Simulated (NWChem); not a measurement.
Molecule: BNH3, doublet; SMILES N[BH]

```xyz
5

B     -0.1541    -0.8480     0.0000
N     -0.0117     0.5286     0.0000
H      0.7607    -1.6492     0.0000
H      0.8946     1.0128     0.0000
H     -0.8031     1.1758     0.0000
```
Atoms are numbered in this order, from 1.

In the optimisation the excess spin sits in a' (Cs, its own frame). The geometry was optimised at PBE-D3(BJ)/def2-SVP, spin-unrestricted. No stability test was run on the SCF state.

Symmetry labels are those of Cs in the frame above (b1 and b2, or b-type labels, depend on it).

List the 4 lowest vertical excitations from LDA (Slater exchange, VWN5)/def2-SVP, spin-unrestricted, TDA (NWChem).


```json
[
 {"state": "state 1", "energy (eV)": "3.06", "oscillator strength": "0.013", "symmetry of the excitation": "a\"", "<S²>": "0.75"},
 {"state": "state 2", "energy (eV)": "4.51", "oscillator strength": "0.009", "symmetry of the excitation": "a'", "<S²>": "0.76"},
 {"state": "state 3", "energy (eV)": "5.38", "oscillator strength": "0.007", "symmetry of the excitation": "a\"", "<S²>": "0.76"},
 {"state": "state 4", "energy (eV)": "5.90", "oscillator strength": "0.046", "symmetry of the excitation": "a'", "<S²>": "0.77"}
]
```
